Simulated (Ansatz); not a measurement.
Reaction (substitution at a C–S bond): `C=CCSCC` + `O[SiH3]` → `C=CCO[SiH3]` + `CCS`

Isolated molecules relaxed with PBE0-D4/def2-TZVP in Ansatz; ΔE leaves out vibrations. CBS: MP2 limit from def2 TZ/QZ plus the TZ coupled-cluster correction, frozen cores. Functionals use def2-TZVPP. B3LYP here is the variant with VWN-RPA as its local correlation; programs differ in this. HSE06 is defined as in plane-wave codes. Each species was taken in one conformer, which may not be the lowest.

Problem. Is it downhill or uphill in electronic energy at CCSD(T)/CBS, and by how much? (An estimate is asked.)

Solution. The calculation gave: Uphill: ΔE = +12.9 kcal/mol.

Problem. What do these levels give: B97M-V, HSE06-D4, ωB97X-V, PBE-QIDH, PBE, B3LYP, HSE06, RPA@PBE/def2-TZVPP, MP2/def2-TZVPP, CCSD/def2-TZVPP, HF/def2-QZVPP, MP2/def2-QZVPP? (Estimate.)

Solution. Ansatz gave: B97M-V 11.6, HSE06-D4 12.5, ωB97X-V 10.9, PBE-QIDH 12.6, PBE 11.4, B3LYP 9.2, HSE06 11.4, RPA@PBE/def2-TZVPP 10.1, MP2/def2-TZVPP 14.5, CCSD/def2-TZVPP 10.8, HF/def2-QZVPP 6.5, MP2/def2-QZVPP 15.1 kcal/mol.

Problem. What do rigid-rotor, harmonic-oscillator terms from PBE0-D4/def2-TZVP frequencies (298.15 K, 1 bar) make of the CCSD(T)/CBS value? (An estimate is asked.)

Solution. Computed: ΔZPE = -0.8 kcal/mol, ΔH = +12.1 kcal/mol, ΔS = 12 J/(mol·K), ΔG = +11.2 kcal/mol. Modes under 50 cm⁻¹ make the entropy rough.

Largest T1 diagnostic among the species: 0.011.

Leaving LDA and LC-ωPBE aside and taking each functional with its dispersion term where it has one, the values, not all of them listed here, spread over 3.1 kcal/mol, from CAM-B3LYP-D4 to revPBE-D4. LDA lies +1.2 kcal/mol from PBE without D4. In def2-TZVPP, CCSD(T) changes the Hartree–Fock value by +5.2 kcal/mol (the triples alone add +1.0 kcal/mol) and MP2 by +7.9 kcal/mol.
